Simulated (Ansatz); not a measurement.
Reaction (redistribution): `[CH3][Mg][NH2]` + `O[SiH]1CN1` → `[NH2][Mg][OH]` + `C[SiH]1CN1`

Gas-phase electronic energies from Ansatz, PBE0-D4/def2-TZVP geometries. CBS: MP2 limit from def2 TZ/QZ plus the TZ coupled-cluster correction, frozen cores. DFT in def2-TZVPP. For Mg outer-core shells are correlated without core-valence functions, which leaves a few kJ/mol of doubt a bond. Each species was taken in one conformer, which may not be the lowest.

```csv
species,revPBE energy (Eh)
`[CH3][Mg][NH2]`,-295.92216
`O[SiH]1CN1`,-460.56801
`[NH2][Mg][OH]`,-331.89250
`C[SiH]1CN1`,-424.60797
```

Q: Work out ΔE.

A: ΔE = (-331.89250) + (-424.60797) − (-295.92216) − (-460.56801) = -0.01030 Eh = -27.0 kJ/mol. CCSD(T)/CBS gives -26.7 kJ/mol.

Largest T1 diagnostic among the species: 0.012.

At CCSD(T), def2-SVP lies −21.1 kJ/mol from the extrapolated value and def2-TZVPP +2.1 kJ/mol. Leaving LDA and LC-ωPBE aside and taking each functional with its dispersion term where it has one, the values, not all of them listed here, spread over 8.8 kJ/mol, from revPBE-D4 to B97M-V. LDA lies +4.1 kJ/mol from PBE without D4.
